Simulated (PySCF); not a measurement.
The dipole of `CC(C)(C)[C@@H]1CC[SiH2]N1` from its density and from atomic charges.

Coordinates (GFN2-xTB, Å) and charges (e) from the PBE0/pcSseg-1 density (PySCF):

```tsv
atom	x	y	z	Mulliken	IAO	Hirshfeld	ESP-fitted
C1	-1.226	-0.757	1.418	-0.1295	-0.4191	-0.1261	-0.4173
C2	-1.156	0.235	0.255	-0.6165	+0.0502	+0.0250	+0.4776
C3	-1.572	1.622	0.763	-0.1483	-0.4155	-0.1195	-0.6141
C4	-2.137	-0.185	-0.843	-0.1412	-0.4160	-0.1189	-0.4471
C5	0.275	0.317	-0.331	+0.0505	+0.0071	+0.0223	+0.1835
C6	0.782	-0.980	-0.971	-0.1759	-0.2509	-0.0708	+0.0056
C7	2.295	-0.866	-1.151	-0.5076	-0.5451	-0.1621	-0.3954
Si8	2.850	0.104	0.383	+0.7814	+0.8830	+0.3676	+0.6280
N9	1.255	0.646	0.691	-0.6351	-0.6887	-0.2371	-0.6735
H10	-0.413	-0.575	2.117	+0.1153	+0.1440	+0.0297	+0.0788
H11	-2.172	-0.647	1.944	+0.1031	+0.1329	+0.0364	+0.1056
H12	-1.156	-1.782	1.065	+0.1048	+0.1301	+0.0350	+0.0876
H13	-1.424	2.376	-0.008	+0.1061	+0.1326	+0.0362	+0.1318
H14	-1.001	1.909	1.643	+0.1013	+0.1268	+0.0363	+0.1412
H15	-2.624	1.620	1.038	+0.1111	+0.1371	+0.0398	+0.1589
H16	-3.157	-0.156	-0.464	+0.1082	+0.1357	+0.0389	+0.1175
H17	-1.934	-1.197	-1.184	+0.1125	+0.1341	+0.0374	+0.0802
H18	-2.069	0.487	-1.696	+0.1030	+0.1321	+0.0363	+0.0940
H19	0.261	1.102	-1.108	+0.0949	+0.0971	+0.0203	-0.0087
H20	0.281	-1.168	-1.921	+0.1267	+0.1355	+0.0394	+0.0241
H21	0.575	-1.810	-0.296	+0.1203	+0.1303	+0.0373	+0.0499
H22	2.520	-0.307	-2.060	+0.1355	+0.1427	+0.0363	+0.1033
H23	2.747	-1.849	-1.262	+0.1354	+0.1457	+0.0363	+0.0933
H24	3.830	1.147	0.054	-0.1214	-0.1569	-0.0911	-0.1610
H25	3.326	-0.720	1.498	-0.1180	-0.1537	-0.0913	-0.1504
H26	1.023	1.455	1.241	+0.1835	+0.2488	+0.1068	+0.3067
```

Q: Compute μ = Σ q r for each scheme (1 e·Å = 4.803 D) and compare with the dipole of the full density.

A: The full density gives (-0.54, 0.39, -0.38) D, 0.77 D in size; dipole vectors point from the negative to the positive end.

```csv
scheme,μx,μy,μz,size (D),share of the full size (%),angle to the full dipole (°)
Mulliken,0.06,-0.47,-0.22,0.53,69,109
IAO,0.53,0.25,-0.12,0.60,78,108
Hirshfeld,-0.06,0.30,-0.14,0.34,44,38
ESP-fitted,-0.53,0.38,-0.38,0.76,99,1
```

Q: Which set comes closest?

A: Length of the difference vector: ESP-fitted 0.01 D, Hirshfeld 0.55 D, Mulliken 1.06 D, IAO 1.11 D. Closest: ESP-fitted. 

Q: What is left for the Hirshfeld atoms' own dipoles?

A: The shares of the density sum to the whole, so what Σ q r misses lies in dipoles about the nuclei. The atomic dipoles sum to (-0.54, 0.39, -0.38) − (-0.06, 0.30, -0.14) = (-0.48, 0.09, -0.24) D, 0.55 D in size.

Q: With the origin at the mean of the coordinates, (-0.001, 0.001, 0.031) Å, which are the largest single terms, by size, of the Hirshfeld dipole along the direction of the full one?

A: Si8 -3.74, H25 +1.50, C7 +1.14, C4 -1.05, N9 +1.00 D; all 26 atoms together +0.26 D. The single terms depend on the origin, their sum doesn't.

Q: Give the size of the full dipole in other units.

A: 0.77 D = 0.302 au = 0.160 e·Å = 2.56 × 10⁻³⁰ C·m.

The structure is a single GFN2-xTB conformer in the gas phase; no vibrational or solvent corrections.
